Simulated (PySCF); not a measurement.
Cartesian coordinates (Å):
```xyz
9

C      1.7051     0.0868     0.1341
Ga     0.0436    -1.0087     0.3118
C     -1.7026    -0.1452    -0.1322
H      1.7341     0.5293    -0.8668
H      1.6602     0.9043     0.8616
H      2.6177    -0.4841     0.3015
H     -1.6971     0.1230    -1.1940
H     -2.5623    -0.7841     0.0662
H     -1.7988     0.7789     0.4468
```
Charge 0, spin multiplicity 2.

What dipole moment, total energy and highest occupied spin orbital does PySCF with PBE0-D4/def2-TZVP give?


- dipole moment: 0.51 D
- total energy: -54540.24 eV
- highest occupied spin orbital: -4.94 eV
